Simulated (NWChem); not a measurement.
NH$_{2}$SeCl; SMILES N[Se]Cl

```xyz
5

Se     0.4165     0.4752     0.0000
Cl    -0.1788    -1.6780     0.0000
N     -1.1116     1.3840     0.0000
H     -1.6711     1.3400     0.8473
H     -1.6711     1.3400    -0.8473
```
Atoms are numbered in this order, from 1.

All runs: NWChem. Coordinates come from a PBE0/def2-SVP optimisation. Ions are spin-unrestricted doublets at the neutral geometry; other ion states weren't tried.

Problem. Estimate the computed values for B3LYP/def2-SVP. Quantities: vertical ionisation energy, ΔSCF (eV); −ε(HOMO) (eV).

Solution. 
| Property | Result |
|---|---|
| vertical ionisation energy, ΔSCF (eV) | 8.95 |
| −ε(HOMO) (eV) | 6.24 |
